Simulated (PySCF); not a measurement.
**CaH₂: BP86 against PBE0**

Base calculation in PySCF with density fitting and no spin–orbit coupling, BP86/def2-TZVP (no relativity): singlet, C2v, Ca–H 2.018 Å (×2); H–Ca–H 134.8°; wavenumbers 307, 1238, 1306 cm⁻¹; dipole moment 4.66 D, gap between the highest occupied and lowest empty levels 2.61 eV, polar-tensor charge of Ca 1.20 e, atomisation energy (no zero-point energy) 455 kJ/mol.

Problem. What changes on going to PBE0/def2-TZVP (no relativity)?

Solution. The point group stays the same. Changes: mean bond to Ca +0.009 Å, smallest bond angle +8.8 degrees, highest wavenumber +23 cm⁻¹, lowest wavenumber -70 cm⁻¹, dipole moment -0.66 D, gap between the highest occupied and lowest empty levels +1.56 eV, polar-tensor charge of Ca +0.08 e, atomisation energy (no zero-point energy) -33 kJ/mol. The new structure has Ca–H 2.027 Å (×2); H–Ca–H 143.6°, with wavenumbers 237, 1254, 1329 cm⁻¹.

Only the bonding shown was studied: isomers, or loss of a ligand pair, can lie lower.
